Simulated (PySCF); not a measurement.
Two species compared at the same levels of theory.

First species: C10H11P.
Atom-mapped SMILES: `[CH2:1]=[P@@:2]1([CH3:3])[CH:4]=[CH:5][c:6]2[cH:7][cH:8][cH:9][cH:10][c:11]21` (hydrogens: H12, H13 on C1; H14, H15, H16 on C3; H17 on C4; H18 on C5; H19 on C7; H20 on C8; H21 on C9; H22 on C10)

Second species: C2H9ClS2Si3.
Z-matrix (Å and degrees, GFN2-xTB geometry), rows numbered from 1:
```
Si
S   1  2.1502
C   2  1.7879  1   98.68
Si  3  1.8877  2  113.22  1   104.19
C   3  1.3261  2  122.50  1   -78.53
S   5  1.7658  3  128.90  2     0.21
Si  6  2.1634  5  104.25  3   -50.89
Cl  7  2.0037  6  109.95  5   -30.57
H   1  1.4579  2  106.65  3   -51.68
H   1  1.4553  2  109.58  3    69.13
H   1  1.4531  2  101.36  3  -170.89
H   4  1.4644  3  107.30  2   -62.33
H   4  1.4594  3  107.91  2    56.56
H   4  1.4615  3  107.97  2   177.92
H   5  1.0802  3  119.70  2   177.45
H   7  1.4508  6  111.14  5    93.81
H   7  1.4530  6  100.57  5  -146.60
```

Levels: PBE0/pcSseg-1 for dipole moment, HOMO energy, LUMO energy and HOMO–LUMO gap; GFN2-xTB for rotational constant A and rotational constant C. Geometries: GFN2-xTB. All species are isolated and taken at one optimised geometry, non-relativistic unless stated; the electronic structure was computed with PySCF and density fitting.

The conformers computed, where there is a choice (atom-mapped SMILES and torsion angles):
- `[SiH3:1][S:2]/[C:3]([SiH3:4])=[CH:5]\[S:6][SiH2:7][Cl:8]`: Si1–S2–C3–Si4 104°, C3–C5–S6–Si7 -51°, C5–S6–Si7–Cl8 -31°

Values for the first species:

```
Dipole moment         : 2.96 D
HOMO energy           : -5.33 eV
LUMO energy           : -1.69 eV
HOMO–LUMO gap         : 3.64 eV
Rotational constant A : 1.800 GHz
Rotational constant C : 0.666 GHz
```

(1) Estimate the same properties for the second species, and the change in each.

## Answers

(1) 
```json
{"property": "dipole moment", "first": "2.96 D", "second": "1.40 D", "second less first": "-1.56 D"}
{"property": "HOMO energy", "first": "-5.33 eV", "second": "-6.98 eV", "second less first": "-1.65 eV"}
{"property": "LUMO energy", "first": "-1.69 eV", "second": "-1.12 eV", "second less first": "+0.57 eV"}
{"property": "HOMO–LUMO gap", "first": "3.64 eV", "second": "5.86 eV", "second less first": "+2.22 eV"}
{"property": "rotational constant A", "first": "1.800 GHz", "second": "0.888 GHz", "second less first": "-0.912 GHz"}
{"property": "rotational constant C", "first": "0.666 GHz", "second": "0.467 GHz", "second less first": "-0.199 GHz"}
```

On the first: The dipole equals about 9.9 × 10⁻³⁰ C·m (1 D = 3.33564 × 10⁻³⁰ C·m). A dipole of 2.96 D is allowed in C1, and pure rotational transitions are dipole-allowed.

On the second: In atomic units the dipole is 0.55 e·bohr (1 au = 2.5417 D). A dipole of 1.40 D is allowed in C1, and pure rotational transitions are dipole-allowed.
